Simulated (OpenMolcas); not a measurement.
Au4+ (d7) among equal point charges was computed by CASSCF with the d shell active (OpenMolcas, ANO-RCC-VDZP on the metal). Its lowest spin-free states, and all those of the highest spin:

| 2S+1 | Degeneracy | E (cm-1) |
| --- | --- | --- |
| 4 | 1 | 0.0 |
| 4 | 3 | 4159 |
| 4 | 3 | 7191 |
| 2 | 2 | 17943 |
| 2 | 3 | 18269 |
| 4 | 3 | 19516 |
| 2 | 1 | 19740 |
| 2 | 3 | 20740 |
| 2 | 3 | 23746 |
| 2 | 3 | 23755 |
| 2 | 2 | 25499 |
| 2 | 3 | 26482 |

Problem. Is the site octahedral, tetrahedral or cube-like, axial, or of lower symmetry?

Solution. The states with 2S+1 = 4 have orbital degeneracies 1, 3, 3, 3. Threefold states need a cubic site. For d7 at this spin an octahedron puts the threefold T1 below the threefold T2 and a tetrahedron or cube puts the single A2 below the threefold T2, so the site is a tetrahedron or a cube, which this pattern cannot tell apart. The first gap at this spin, 4160 cm-1, is |10Dq| in ligand-field theory. The run had Au4+ among 4 point charges of -2.5 e arranged as a tetrahedron (Td), 1.92 Å from the ion.

Spin-orbit coupling mixes the spin-free states strongly: the lowest level takes only 46 % from its leading state, 4A2. Without dynamic correlation the repulsion within the d shell is too large (B by tens of per cent), so at a given field states of lower spin stand too high. Point charges carry no covalency, so the field is a model and not that of real ligands. No measured value stands beside these numbers.
